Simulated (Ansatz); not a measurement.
Geometry optimisation, RKS B3LYP/6-31G (Ansatz 0.2.0).

input.yaml

```yaml
crystal:
  periodic: [false, false, false]
  atoms:
    - { symbol: Si, position_ang: [0.0, 0.0, 0.0] }
    - { symbol: O, position_ang: [0.0, 0.0, 1.68] }
    - { symbol: Si, position_ang: [-1.3147, -0.4067, 2.6436] }
    - { symbol: H, position_ang: [-2.239, -1.2403, 1.8804] }
    - { symbol: H, position_ang: [-0.8506, -1.1432, 3.8157] }
    - { symbol: H, position_ang: [-1.9987, 0.8095, 3.0733] }
    - { symbol: F, position_ang: [1.4994, 0.0, -0.5295] }
    - { symbol: F, position_ang: [-0.7489, 1.2974, -0.5295] }
    - { symbol: "N", position_ang: [-0.8572, -1.4851, -0.6061] }
    - { symbol: H, position_ang: [-1.3922, -2.1014, 0.0704] }
    - { symbol: H, position_ang: [-0.8219, -1.7344, -1.6357] }
basis:
  gaussian: { orbitals: "6-31G" }
hamiltonian:
  xc: b3lyp
relax:
  f_tol: 0.02
  max_steps: 40
```

Run as:

```bash
$ ansatz run input.yaml --threads 1 --pin off --max-ram 2048MiB --backend cpu --events-out ev --progress --plain --runs-dir out
```

Where does it end, and by what steps?

It converged. The force dipped under the threshold on the way, but the program's further checks kept it going. Limits of this set-up: no polarisation functions. After 12 steps the energy has fallen by 1.000 eV; H4 moved furthest, 1.33 Å.

| step | energy less start (eV) | largest force component (eV/Å) | accepted |
| --- | --- | --- | --- |
| 0 | 0.0000 | 4.687 | yes |
| 1 | -0.5893 | 2.674 | yes |
| 2 | -0.8030 | 0.696 | yes |
| 3 | -0.8598 | 0.445 | yes |
| 4 | -0.9167 | 0.431 | yes |
| 5 | -0.9626 | 0.259 | yes |
| 6 | -0.9864 | 0.226 | yes |
| 7 | -0.9962 | 0.065 | yes |
| 8 | -0.9739 | 0.570 | no |
| 9 | -0.9992 | 0.059 | yes |
| 10 | -0.9991 | 0.073 | no |
| 11 | -1.0000 | 0.011 | yes |
| 12 | -1.0003 | 0.016 | yes |

```xyz
11
Properties=species:S:1:pos:R:3
Si -0.209 -0.214 -0.097
O -0.911 -0.460 1.370
Si -1.439 -0.329 2.986
H -2.664 -1.179 3.138
H -0.354 -0.824 3.895
H -1.761 1.101 3.299
F 1.453 -0.043 0.062
F -0.643 1.282 -0.722
N -0.636 -1.505 -1.145
H -1.226 -2.256 -0.821
H -0.333 -1.578 -2.103
```

Time of the run: 75 s on 1 thread of Arm Neoverse V1, with other jobs on the host, peak memory 0.17 GiB.
